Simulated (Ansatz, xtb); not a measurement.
# BeH2SiZn: where a starting geometry ends

The starting geometry of this gas-phase singlet was built from a drawn formula by distance geometry and a force field; its bonds are those of `[BeH][Si][ZnH]`.

```yaml
atoms:
  - { symbol: Be, position_ang: [-2.0438, 1.3196, -2.6401] }
  - { symbol: Si, position_ang: [-0.3550, 1.6308, -1.4416] }
  - { symbol: Zn, position_ang: [-0.0440, -0.3968, 0.0723] }
  - { symbol: H, position_ang: [-2.7932, 0.3741, -2.8097] }
  - { symbol: H, position_ang: [-1.2005, -1.2211, 0.4865] }
```

Q: Predict what becomes of its bonds when it is optimised with r2SCAN-D4/def2-SVP.

A: It keeps its bonds, and is `[BeH][Si][ZnH]`. Distances that change by over a tenth: Be1–H4 (1.22 → 1.35 Å).

The energy falls by 1.94 eV over 10 steps:

| step | E − E(last) (eV) |
| --- | --- |
| 1 | 1.944 |
| 2 | 0.836 |
| 3 | 0.265 |
| 4 | 0.084 |
| 5 | 0.036 |
| 6 | 0.007 |
| 7 | 0.001 |
| 8 | 0.000 |
| 9 | 0.000 |
| 10 | 0.000 |

Final geometry (Å):

```tsv
atom	x (Å)	y (Å)	z (Å)
Be	-1.9351	1.0263	-2.4965
Si	-0.1543	1.7255	-1.3927
Zn	-0.5803	-0.2285	-0.0806
H	-3.0140	0.6495	-3.2066
H	-0.7528	-1.4661	0.8439
```

From the same start GFN2-xTB ends elsewhere, differing in Be1–Zn3 (2.43 against 3.04 Å here), Be1–H5 (1.34 against 4.33 Å here), Zn3–H5 (2.86 against 1.55 Å here).

No frequencies were run, so the end isn't proven a minimum. Run with Ansatz 0.2.0, 13 s on 2 threads of Arm Neoverse V2, with other jobs on the host.
